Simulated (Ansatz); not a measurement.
One change: `C[SiH2]C(F)(F)F` becomes `C=CSC(F)(F)F`.

Ansatz, PBE0-D4/def2-TZVP geometries, multiplicity 1. Each molecule was computed in one conformer, which needn't be the lowest.

```csv
property,`C[SiH2]C(F)(F)F`
LUMO energy (PBE/def2-TZVPP) / eV,-0.43
LUMO energy (B3LYP/def2-TZVPP) / eV,0.10
HOMO–LUMO gap (PBE/def2-TZVPP) / eV,7.29
HOMO energy (ωB97M-V/def2-TZVPP) / eV,-11.59
HOMO energy (PBE0/def2-TZVPP) / eV,-9.29
HOMO–LUMO gap (ωB97M-V/def2-TZVPP) / eV,13.49
```

Question: What does the change do to each property? (Estimate.)

Answer: Computed: 
```json
{"property": "LUMO energy (PBE/def2-TZVPP) / eV", "`C=CSC(F)(F)F`": "-1.37", "shift": "-0.94"}
{"property": "LUMO energy (B3LYP/def2-TZVPP) / eV", "`C=CSC(F)(F)F`": "-0.64", "shift": "-0.74"}
{"property": "HOMO–LUMO gap (PBE/def2-TZVPP) / eV", "`C=CSC(F)(F)F`": "4.61", "shift": "-2.68"}
{"property": "HOMO energy (ωB97M-V/def2-TZVPP) / eV", "`C=CSC(F)(F)F`": "-9.26", "shift": "2.33"}
{"property": "HOMO energy (PBE0/def2-TZVPP) / eV", "`C=CSC(F)(F)F`": "-7.12", "shift": "2.17"}
{"property": "HOMO–LUMO gap (ωB97M-V/def2-TZVPP) / eV", "`C=CSC(F)(F)F`": "10.94", "shift": "-2.55"}
```

With PBE0 the HOMO rises by 2.17 eV and the LUMO falls by 0.79 eV, so the gap narrows by about 2.96 eV. PBE moves the HOMO by 1.76 eV and ωB97M-V by 2.33 eV.

B3LYP here is the variant with VWN-RPA as its local correlation; programs differ in this.
